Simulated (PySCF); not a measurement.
**Static response to an electric field**

Compound: C2H11OPSi2.
Cartesian coordinates in Å at the GFN2-xTB level; atoms count from 1:
```
atom  x, y, z in Å
C1    -1.5361   -1.4466    0.6239
O2    -0.3529   -0.7055    0.5553
C3    -0.3318    0.3242   -0.4565
Si4   -0.9338    1.9370    0.3587
Si5    1.4827    0.2691   -1.0913
P6     2.0742   -1.5805   -0.0079
H7    -2.3909   -0.8115    0.8825
H8    -1.3911   -2.1937    1.4028
H9    -1.7459   -1.9524   -0.3268
H10   -0.9929    0.0276   -1.2792
H11   -0.9398    2.9946   -0.6511
H12   -0.0352    2.2455    1.4678
H13   -2.2923    1.7527    0.8778
H14    2.1935    1.5151   -0.7768
H15    1.5427    0.0888   -2.5469
H16    3.4371   -1.4802   -0.2681
H17    2.2055   -0.9722    1.2259
```

Level: CAM-B3LYP/def2-SVPD (PySCF), static field, nuclei fixed, core orbitals frozen in the response. The polarisability tensor in these axes (au):

```
x   115.07  -9.12  -6.08
y    -9.12 118.75  -5.33
z    -6.08  -5.33  98.48
```

Question: Give the principal values, the mean and the anisotropy Δα = √{½[(α1 − α2)² + (α2 − α3)² + (α1 − α3)²]}.

Answer: Principal values 93.76, 112.33 and 126.22 au; mean 110.77 au = 16.41 Å³ = 18.26 × 10⁻⁴⁰ C²·m²/J; Δα = 28.21 au (25 % of the mean).

Question: What is the dipole moment, and where does it point?

Answer: (-1.34, 0.36, -0.41) D, 1.45 D in size, pointing from the negative to the positive side. Measured along this direction, the outermost atoms are H16 at the negative end and H13 at the positive end.

Question: What are the principal values of the traceless quadrupole moment, Θ = ½Σq(3rr − r²1), about the centre of nuclear charge?

Answer: -5.55, 0.64, 4.91 D·Å. The values depend on the origin, since the dipole doesn't vanish. The electronic extent ⟨r²⟩ about the same centre is 1347 bohr², a root-mean-square distance of 2.26 Å for the 74 electrons.

Question: Directions of the eigenvectors, and the extent of the frame along each?

Answer: Largest value along (-0.63, 0.78, -0.01), where the nuclei span 6.24 Å; middle along (0.67, 0.54, -0.50), 5.52 Å; least along (0.39, 0.33, 0.86), 3.57 Å. The response follows the extents in order.

Question: Molar refractivity from α?

Answer: Lorentz–Lorenz: R = (4π/3)N_A α = 2.5225 cm³/(mol·Å³) × 16.41 Å³ = 41.4 cm³/mol, in the limit of long wavelengths.

Question: What would n − 1 = 2πNα be for an ideal gas of these molecules at 500 K and 1 atm, electronic part alone?

Answer: N = p/kT = 1.4678 × 10¹⁹ cm⁻³, so n − 1 = 2π × N × 16.41 × 10⁻²⁴ cm³ = 1514 × 10⁻⁶ at long wavelengths.

The structure is a single GFN2-xTB conformer in the gas phase; no vibrational or solvent corrections.
